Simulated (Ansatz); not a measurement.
Ansatz (a first-principles code) input for Au(Cl)(CO) (CAuClO), SMILES [O+]#[C-]->[Au][Cl], multiplicity 1, PBE-D3(BJ)/def2-SVP. 

Ansatz 0.2 input:
```yaml
crystal:
  periodic: [false, false, false]
  atoms:
    - {symbol: Au, position_ang: [0.00000000, 0.00000000, 0.02401231]}
    - {symbol: Cl, position_ang: [0.00000000, 0.00000000, -2.22834627]}
    - {symbol: O, position_ang: [0.00000000, 0.00000000, 3.05534216]}
    - {symbol: C, position_ang: [0.00000000, 0.00000000, 1.92369611]}
basis:
  gaussian:
    orbitals: def2-SVP
hamiltonian:
  xc: pbe
  dispersion: d3bj
relax: {f_tol: 0.002, max_steps: 200}
```

Output:

```
WARN ansatz: RAYON_NUM_THREADS=1 ignored (pool sized by the plan → 1); use --threads N
Functional definition: PBE
integrals: 0.03 GiB planned
816 factors; their error is unknown
mean field: 0.17 GiB planned
mean field evaluation 1: about -19286.1091 eV, gradient 3.4e1 eV
mean field evaluation 2: about -19273.6044 eV, gradient 8.7e1 eV
mean field evaluation 4: about -19288.3244 eV, gradient 4.2e0 eV
mean field evaluation 8: about -19288.3642 eV, gradient 6.0e-2 eV
mean field evaluation 16: about -19288.3425 eV, gradient 3.7e-5 eV
mean field -19288.34250710 eV, -708.8335130277 hartree, gradient 3.7e-5 eV, S^2 0.000000; 0 other end points of the search recorded, 0 dependent functions left out
the calculation of the forces begins
reference -19288.34254039 eV, -708.8335142512 hartree; 25, 25 occupied and 53, 53 virtual orbitals, 816 factors
relax step   1: F+E_penalty+E_count = -19288.43230587 eV  Δ(F+E_penalty+E_count) = +0.000e0 eV  max|allowed force component| = 2.192e0 eV/Å  Δτ_max = 0.0000 Å  (27 SCF iters, accepted)
these checks for a lower state are left out or cut short: starts, cluster_reference, orbital_swaps, neighbouring_geometries, increment
integrals: 0.03 GiB planned
816 factors; their error is unknown
mean field: 0.17 GiB planned
mean field -19288.36195739 eV, -708.8342278129 hartree, gradient 2.0e-5 eV, S^2 0.000000; 0 other end points of the search recorded, 0 dependent functions left out
the calculation of the forces begins
reference -19288.36199066 eV, -708.8342290354 hartree; 25, 25 occupied and 53, 53 virtual orbitals, 816 factors
relax step   2: F+E_penalty+E_count = -19288.45159883 eV  Δ(F+E_penalty+E_count) = -1.929e-2 eV  max|allowed force component| = 1.399e-1 eV/Å  Δτ_max = 0.0140 Å  (30 SCF iters, accepted)
these checks for a lower state are left out or cut short: starts, cluster_reference, orbital_swaps, neighbouring_geometries, increment
integrals: 0.03 GiB planned
816 factors; their error is unknown
mean field: 0.17 GiB planned
mean field evaluation 32: about -19288.3621 eV, gradient 5.0e-6 eV
mean field -19288.36210098 eV, -708.8342330897 hartree, gradient 5.0e-6 eV, S^2 0.000000; 0 other end points of the search recorded, 0 dependent functions left out
the calculation of the forces begins
reference -19288.36213426 eV, -708.8342343125 hartree; 25, 25 occupied and 53, 53 virtual orbitals, 816 factors
relax step   3: F+E_penalty+E_count = -19288.45178797 eV  Δ(F+E_penalty+E_count) = -1.891e-4 eV  max|allowed force component| = 2.594e-2 eV/Å  Δτ_max = 0.0020 Å  (31 SCF iters, accepted)
these checks for a lower state are left out or cut short: starts, cluster_reference, orbital_swaps, neighbouring_geometries, increment
integrals: 0.03 GiB planned
816 factors; their error is unknown
mean field: 0.17 GiB planned
mean field -19288.36210141 eV, -708.8342331055 hartree, gradient 1.2e-5 eV, S^2 0.000000; 0 other end points of the search recorded, 0 dependent functions left out
the calculation of the forces begins
reference -19288.36213469 eV, -708.8342343284 hartree; 25, 25 occupied and 53, 53 virtual orbitals, 816 factors
relax step   4: F+E_penalty+E_count = -19288.45180157 eV  Δ(F+E_penalty+E_count) = -1.360e-5 eV  max|allowed force component| = 1.107e-3 eV/Å  Δτ_max = 0.0006 Å  (30 SCF iters, accepted)
integrals: 0.03 GiB planned
816 factors; their error is unknown
mean field: 0.17 GiB planned
mean field -19288.36210141 eV, -708.8342331055 hartree, gradient 1.2e-5 eV, S^2 0.000000; 1 other end points of the search recorded, 0 dependent functions left out
the calculation of the forces begins
reference -19288.36213469 eV, -708.8342343284 hartree; 25, 25 occupied and 53, 53 virtual orbitals, 816 factors
Total energy: -19288.45183484 eV, -708.8375307482 hartree
Atom 0 at     0.000000     0.000000     0.024311 Å, force     0.000000     0.000000     0.000936 eV/Å
Atom 1 at    -0.000000    -0.000000    -2.234917 Å, force    -0.000000    -0.000000    -0.000712 eV/Å
Atom 2 at    -0.000000    -0.000000     3.067535 Å, force    -0.000000    -0.000000    -0.001107 eV/Å
Atom 3 at     0.000000     0.000000     1.917775 Å, force     0.000000     0.000000     0.000883 eV/Å
Dipole moment:     0.000000     0.000000     0.673852 e Å
```

The calculation finished and met its thresholds.
